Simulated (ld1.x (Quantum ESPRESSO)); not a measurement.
# Ranking TM potentials for silicon (Si)

All share these settings but for the change named:

```
Element                 : silicon (Si)
Generator               : ld1.x (Quantum ESPRESSO) 7.5
Type                    : norm-conserving Troullier–Martins (Kleinman–Bylander form)
Functional              : PBE
Relativity              : scalar-relativistic
Frozen core             : [Ne]
Valence charge          : 4
Reference configuration : 3s1.5 3p2.5
Partial waves           : 3s (bound): rc 1.90 bohr; 3d channel at 0.2 Ry: rc 1.60 bohr; 3p (bound): rc 1.90 bohr
Local potential         : the p channel
Core correction         : Bessel-smoothed model core inside 0.75 bohr
```

Test errors are all-electron minus pseudo excitation energies from the reference, over 3s2 3p2; 3s2 3p1; 3s2 3p0; 3s1 3p2; 3s0 3p4; 3s2 3p2.3; 3s2 3p1.5. None of these files shows a bound ghost.

The base gives 9.9 meV.

Of 7 variants that were run, those that failed, showed a ghost or another fault, or gave nearly equal values are left out.

A variant can come out equal or close to the base, since the largest error may sit in a test that the change hardly touches while other tests move.

**Question.** Rank these variants by their largest absolute test error, smallest first.
A. core correction Bessel-smoothed model core inside 0.82 bohr
B. core correction none
C. core correction Bessel-smoothed model core inside 1.50 bohr
D. core correction Bessel-smoothed model core inside 1.72 bohr

**Answer.** B (5.0 meV), D (8.3 meV), A (9.9 meV), C (12.4 meV).
